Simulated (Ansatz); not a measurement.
Reaction (silylene formation by 1,1-elimination): `[SiH3]CCCl` → `CCCl` + `[SiH2]`

Computed with Ansatz on PBE0-D4/def2-TZVP structures; ΔE is electronic, products minus reactants. CCSD(T)/CBS adds triple-zeta CCSD(T) − MP2 to the extrapolated MP2 energy (def2 sets, frozen cores). This one scheme is used for every species. DFT in def2-TZVPP. Each species was taken in one conformer, which may not be the lowest.

`[SiH3]CCCl`:

Z-matrix (Å, degrees):
```
Si
C 1 1.884
H 1 1.488 2 110.3
H 1 1.486 2 109.7 3 120.2
H 1 1.488 2 110.3 3 -119.7
C 2 1.508 1 112.7 3 59.9
H 2 1.094 1 108.5 3 -178.0
H 2 1.094 1 108.5 3 -62.3
Cl 6 1.793 2 112.1 1 -180.0
H 6 1.090 2 112.0 1 -61.1
H 6 1.090 2 112.0 1 61.1
```

`CCCl`:

Cartesian coordinates in Å:
```
C -0.774 -0.193 -0.008
C 0.718 0.017 0.006
Cl 1.134 1.756 0.023
H -0.993 -1.265 -0.018
H -1.224 0.259 -0.893
H -1.239 0.246 0.876
H 1.197 -0.403 -0.878
H 1.182 -0.416 0.892
```

`[SiH2]`:

```xyz
3

Si   -0.174    0.105   -0.682
H    -0.912   -0.441    0.536
H     1.086    0.336    0.146
```

```tsv
level	ΔE (eV)
RPA@PBE/def2-TZVPP	2.10
HF/CBS(def2)	2.12
```

Q: What does CCSD(T)/CBS give? (Best estimate.)

A: Ansatz gave: +2.35 eV. The listed levels differ from it by -0.25, -0.23 eV.

Q: What do rigid-rotor, harmonic-oscillator terms from PBE0-D4/def2-TZVP frequencies (298.15 K, 1 bar) make of the CCSD(T)/CBS value? (Estimate.)

A: Ansatz gave: ΔZPE = -0.09 eV, ΔH = +2.30 eV, ΔS = 152 J/(mol·K), ΔG = +1.83 eV.

Largest T1 diagnostic among the species: 0.014.

At CCSD(T), def2-SVP lies −0.18 eV from the extrapolated value and def2-TZVPP −0.07 eV. Leaving LDA and LC-ωPBE aside and taking each functional with its dispersion term where it has one, the values, not all of them listed here, spread over 0.36 eV, from BLYP-D4 to r2SCAN0-D4. LDA lies +0.37 eV from PBE without D4.

CCSD(T)/CBS has its own doubt, a few kJ/mol and more with outer-core shells, so smaller differences from it don't rank the levels.
